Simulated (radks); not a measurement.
Values are calculated unless marked as measured or tabulated.
Problem. All-electron atom: the hafnium ion Hf37+ in [Ar] 3d10 4s2 4p5. Level of theory: Dirac Kohn-Sham, BLYP, spin-unpolarised, spherical densities, finite nucleus; open shells fill j = l - 1/2 first; Fermi nuclear charge, rms radius 5.347 fm (a radial shooting solver on a logarithmic mesh with Libxc functionals). Some entries of the table are withheld. Estimate them.

orbital,occ.,eigenvalue (eV),<r> (bohr),<1/r> (bohr^-1)
1s1/2,2,-66795.46,0.01899,83.78
2s1/2,2,(1),0.07971,20.33
2p1/2,2,-12254.05,(2),20.29
2p3/2,4,-11060.44,(3),17.24
3s1/2,2,-4087.648,0.2057,7.554
3p1/2,2,-3871.405,0.1954,7.471
3p3/2,4,-3608.020,0.2090,6.688
3d3/2,4,-3247.753,0.1827,6.572
3d5/2,6,-3189.725,0.1869,6.385
4s1/2,2,-1872.506,0.4187,3.584
4p1/2,2,-1780.560,0.4159,3.514
4p3/2,3,-1698.124,0.4361,3.255

Solution. 
(1) 2s1/2 eigenvalue (eV): -12749.13
(2) 2p1/2 <r> (bohr): 0.06606
(3) 2p3/2 <r> (bohr): 0.07377
